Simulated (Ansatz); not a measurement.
FH2NbO3 (`[O]=[Nb]([OH])([OH])[F]`), relaxed with RKS PBE-D4/def2-SVP in Ansatz from a rough embedded geometry. The force threshold is 0.03 eV/Å; the program also tests the step.

Total charge 0; spin multiplicity 1. Nb: def2 effective core potential.

Start:

```xyz
7

O    -1.827   -0.749   -0.374
Nb   -0.167   -0.321    0.194
O     1.138   -1.094   -1.110
O     0.085    1.733    0.214
F     0.194   -1.038    1.999
H     1.084   -0.521   -1.920
H    -0.508    1.990    0.997
```

```csv
step,energy (eV),largest force (eV/Å),largest move (Å)
1,-10431.8583,2.862,0.000
2,-10432.6484,1.867,0.194
3,-10432.7451,2.264,0.194
4,-10433.0340,0.529,0.200
5,-10433.0557,0.395,0.152
6,-10433.0621,0.536,0.081
7,-10433.0666,0.038,0.017
8,-10433.0667,0.020,0.005
```

End:

```xyz
7

O    -1.669   -0.588   -0.299
Nb   -0.085   -0.259    0.274
O     1.152   -0.680   -1.111
O     0.029    1.595    0.692
F     0.240   -1.314    1.808
H     0.986   -1.041   -2.000
H    -0.654    2.286    0.636
```

Run time 7 s (4 threads of a server CPU on a shared host); peak host memory 0.17 GiB.
